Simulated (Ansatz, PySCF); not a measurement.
Spin gap between two states, R1 and P1; the higher of the two is an excited state, each structure at its B3LYP-D3(BJ)/def2-TZVP stationary point, reached from a drawn start (curvature not checked).
R1, O2S2 (SMILES O=[S][S]=O) (charge 0, multiplicity 1, Z-matrix in Å and degrees):
```
S
O 1 1.4720
S 1 2.0125 2 114.64
O 3 1.4720 1 114.64 2 0.00
```
P1, O2S2 (SMILES O=[S][S]=O) (charge 0, multiplicity 3):
```tsv
atom	x (Å)	y (Å)	z (Å)
O	-0.9919	-0.2975	-1.8091
S	-1.0423	-0.3126	-0.3155
S	1.0423	0.3126	0.3155
O	0.9919	0.2975	1.8091
```

P less R. No zero-point or thermal terms; singlets are restricted closed shells; open shells are unrestricted. One arrangement of each flexible species, with no search for the lowest.

Frozen-core correlation throughout.

Run with Ansatz (Gaussian orbitals); PySCF for the D3/D4 terms. No computed number here is a measurement.

The comparison value is 0.922 eV (CCSD(T)/cc-pV(Q+d)Z). It is a level with limits of its own, not the exact answer.

Q: Order these levels by how close they come to the comparison value for the spin gap, closest first: PBE0/def2-TZVPP, BLYP/def2-TZVPP, PBE-D3(BJ)/def2-TZVPP, B97M-V/def2-TZVPP, revPBE-D4/def2-TZVPP. Give each level's value less the comparison value.

A: B97M-V/def2-TZVPP (-0.001 eV), PBE-D3(BJ)/def2-TZVPP (-0.048 eV), revPBE-D4/def2-TZVPP (-0.100 eV), BLYP/def2-TZVPP (-0.179 eV), PBE0/def2-TZVPP (-0.320 eV)

Ansatz is an electronic-structure program.
